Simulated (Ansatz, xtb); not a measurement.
## C2H9BrOSi2: which of two isomers lies lower

Structure a: `CO[SiH2][Si@H](C)Br`, a singlet. Structure b: `CO[Si@H](Br)C[SiH3]`, a singlet. Both are isolated molecules in the gas phase, relaxed with PBE0-D3(BJ)/def2-SVP; each stands in its lowest conformer found.

Task: Estimate which is lower in electronic energy at CCSD(T)/def2-SVP + ΔMP2/def2-TZVPP, and by roughly how much.

Result: The CCSD(T)/def2-SVP + ΔMP2/def2-TZVPP calculation puts structure b lower, by 35.3 kJ/mol.

The same difference at several levels:

```tsv
level	geometry	E(b) − E(a) (kJ/mol)	departure from the last row (kJ/mol)	job, with rough time for the two
GFN2-xTB	GFN2-xTB	−19.2	+16.1	optimisation, 0.37 s
HF/STO-3G	GFN2-xTB	−18.4	+17.0	single point, 0.56 s
r2SCAN-D4/def2-SVP	GFN2-xTB	−40.4	−5.1	single point, 4.3 s
PBE0-D3(BJ)/def2-SVP	PBE0-D3(BJ)/def2-SVP	−24.8	+10.5	optimisation, 1.7 min
HF/def2-SVP	PBE0-D3(BJ)/def2-SVP	−37.9	−2.5	part of the CCSD(T) run
MP2/def2-SVP	PBE0-D3(BJ)/def2-SVP	−41.9	−6.6	part of the CCSD(T) run
CCSD(T)/def2-SVP	PBE0-D3(BJ)/def2-SVP	−36.6	−1.3	single point
CCSD(T)/def2-SVP + ΔMP2/def2-TZVPP	PBE0-D3(BJ)/def2-SVP	−35.3		single point, 1.7 min
```

As drawn, b has 1 C–Si, 1 Si–H in place of 1 Si–Si, 1 C–H.

None of the levels shown reverses the order. The largest departure from CCSD(T)/def2-SVP + ΔMP2/def2-TZVPP is that of HF/STO-3G, 17.0 kJ/mol. The last row adds to CCSD(T) the change of the MP2 difference between the two basis sets, here +1.3 kJ/mol.

With thermal terms from frequencies at re-optimised GFN2-xTB minima (ideal gas, soft modes damped towards free rotors, one conformer each, 298.15 K, 1 atm): the zero-point term adds −5.3 kJ/mol; ΔH is −41.9 and ΔG −38.9 kJ/mol.

The correlated steps freeze 22 core orbitals; the filled d shell of Br is correlated, in a basis made for valence electrons. Run with Ansatz 0.2.0, xtb 6.7.1; the last row on 4 threads of Arm Neoverse V1 on a shared host.
